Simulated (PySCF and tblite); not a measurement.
The numbers below are computed, except where a source is named.
Stationary points of C6H7NSi at B3LYP-D3(BJ)/def2-SVP, in Å:

Structure A

```
 1 N     0.378   -3.496   -1.719
 2 C     0.464   -2.442   -1.238
 3 C     0.573   -1.147   -0.646
 4 C     0.410    0.078   -1.331
 5 C     0.517    1.122   -0.387
 6 Si   -1.332    1.077    0.751
 7 C     0.754    0.503    0.924
 8 C     0.784   -0.895    0.729
 9 H     0.200    0.190   -2.393
10 H     0.663    2.178   -0.616
11 H    -1.994   -0.159    0.286
12 H    -1.523    1.307    2.216
13 H    -1.905    2.301    0.111
14 H     1.103    1.032    1.812
15 H     0.907   -1.650    1.502
```

Structure B

```
 1 N     1.038   -2.729   -1.753
 2 C     1.040   -1.733   -1.155
 3 C     1.049   -0.516   -0.408
 4 C     0.624    0.706   -0.860
 5 C     0.731    1.681    0.255
 6 Si   -1.066    2.109    0.815
 7 C     1.371    0.909    1.359
 8 C     1.515   -0.386    0.973
 9 H     0.231    0.925   -1.852
10 H     1.196    2.649    0.001
11 H    -1.769    0.847    1.160
12 H    -0.996    3.013    1.997
13 H    -1.766    2.815   -0.296
14 H     1.632    1.329    2.330
15 H     1.904   -1.210    1.569
```

Geometries: B3LYP-D3(BJ)/def2-SVP; energies: PBE0/pcSseg-1 + D3(BJ); zero-point and thermal terms from GFN2-xTB harmonic modes (soft modes blended into free rotors).

Task: Which structure is a saddle point, and along which motion?

Result: A: one imaginary mode (256i cm⁻¹ at GFN2-xTB, mostly on C7, C5, Si6), along the shift of Si6 from C5 to C7.

Task: Give their symmetry and energies above the lowest.

Result: A Cs, 12.0 kcal/mol; B C1, 0.0 kcal/mol.
